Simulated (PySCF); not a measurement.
hydrogen selenide (H2Se), SMILES [SeH2].

Geometry optimised at ωB97X-D3(BJ)/def2-TZVPD.

Level of theory: TDDFT-ωB97X/def2-TZVPD run with PySCF.

Vertical excitations.  State labels are in the subgroup C2v.

| state | symmetry | energy (eV) | λ (nm) | f | main pairs |
|---|---|---|---|---|---|
| S1 | A2 | 5.37 | 231 | 0.000 | HOMO→LUMO+3 64 %, HOMO→LUMO+1 33 % |
| S2 | B1 | 5.85 | 212 | 0.062 | HOMO→LUMO 95 % |
| S3 | A2 | 7.55 | 164 | 0.000 | HOMO→LUMO+1 63 %, HOMO→LUMO+3 33 % |
| S4 | B1 | 7.65 | 162 | 0.001 | HOMO→LUMO+2 94 % |
| S5 | A1 | 7.89 | 157 | 0.002 | HOMO→LUMO+4 96 % |
| S6 | B1 | 8.14 | 152 | 0.229 | HOMO→LUMO+5 86 % |
| S7 | B1 | 8.55 | 145 | 0.153 | HOMO→LUMO+6 86 % |
| S8 | B2 | 8.58 | 144 | 0.014 | HOMO→LUMO+7 63 %, HOMO−1→LUMO+3 25 %, HOMO−1→LUMO+1 10 % |
| S9 | A1 | 8.85 | 140 | 0.023 | HOMO−1→LUMO 64 %, HOMO→LUMO+8 28 % |
| S10 | A1 | 8.97 | 138 | 0.322 | HOMO→LUMO+8 66 %, HOMO−1→LUMO 26 % |
| T1 | A2 | 4.95 | 251 | 0 | HOMO→LUMO+3 66 %, HOMO→LUMO+1 30 % |
| T2 | B1 | 5.47 | 226 | 0 | HOMO→LUMO 84 % |
| T3 | B2 | 7.48 | 166 | 0 | HOMO−1→LUMO+3 63 %, HOMO−1→LUMO+1 29 % |
| T4 | A2 | 7.49 | 165 | 0 | HOMO→LUMO+1 68 %, HOMO→LUMO+3 30 % |
Triplets are in the Tamm–Dancoff approximation, which puts them higher than full response would, so one can lie above its singlet here.
